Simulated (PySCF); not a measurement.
Correlation energy of Mo³⁺ (molybdenum, charge +3)

[Kr] 4d3, high-spin 4F determinant. Computed with PySCF 2.14 in def2-QZVPPD with the def2 core potential (28 electrons), with a scalar-relativistic core potential. Frozen: 4s2 4p6; 3 electrons correlated.

| level | correlation energy (mhartree) |
| --- | --- |
| CCSD | -19.43 |
| (T) | -0.08 |
| CCSD(T) | -19.51 |

Diagnostics: T1 = 0.00039, D1 = 0.0006, largest double amplitude 0.017.

Q: Is a single reference adequate?

A: Yes, within this model without spin-orbit coupling: T1 lies below 0.03 and no double amplitude reaches 0.07.
